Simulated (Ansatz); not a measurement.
Reaction (ligand exchange at the In–O bond): `[NH2][In]([NH2])[O][SiH3]` + H₂S → `[NH2][In]([NH2])[SH]` + silanol

Program: Ansatz. Geometries: PBE0-D4/def2-TZVP. ΔE: electronic, gas phase. CCSD(T)/CBS adds triple-zeta CCSD(T) − MP2 to the extrapolated MP2 energy (def2 sets, frozen cores). This one scheme is used for every species. DFT in def2-TZVPP. HSE06 is defined as in plane-wave codes. def2 core potentials past Kr. For In outer-core shells are correlated without core-valence functions, which leaves a few kJ/mol of doubt a bond. One conformer a species, not always the lowest.

```
             level  ΔE (kJ/mol)  difference from CCSD(T)/CBS
       LDA (SPW92)        -48.5                        -12.3
            PBE-D4        -45.5                         -9.3
           BLYP-D4        -36.7                         -0.5
          HSE06-D4        -48.3                        -12.1
          BHLYP-D4        -40.2                         -4.0
           ωB97X-V        -38.1                         -1.9
            B2PLYP        -39.2                         -3.0
              BLYP        -40.0                         -3.8
           r2SCAN0        -46.6                        -10.4
         CAM-B3LYP        -38.1                         -1.9
           LC-ωPBE        -40.7                         -4.5
RPA@PBE/def2-TZVPP        -30.9                          5.3
     CCSD/def2-SVP        -27.3                          8.9
     HF/def2-TZVPP        -41.2                         -5.0
CCSD(T)/def2-TZVPP        -36.3                         -0.1
SCS-MP2/def2-QZVPP        -34.9                          1.3
       CCSD(T)/CBS        -36.2                            0
```

Largest T1 diagnostic among the species: 0.015.

Leaving LDA and LC-ωPBE aside and taking each functional with its dispersion term where it has one, the values, not all of them listed here, spread over 12.1 kJ/mol, from HSE06-D4 to CAM-B3LYP-D4. At CCSD(T), def2-SVP lies +9.7 kJ/mol from the extrapolated value and def2-TZVPP −0.1 kJ/mol. From r2SCAN to r2SCAN0 (25 % exact exchange), in def2-TZVPP and without D4, ΔE moves by −3.7 kJ/mol.

CCSD(T)/CBS has its own doubt, a few kJ/mol and more with outer-core shells, so smaller differences from it don't rank the levels.
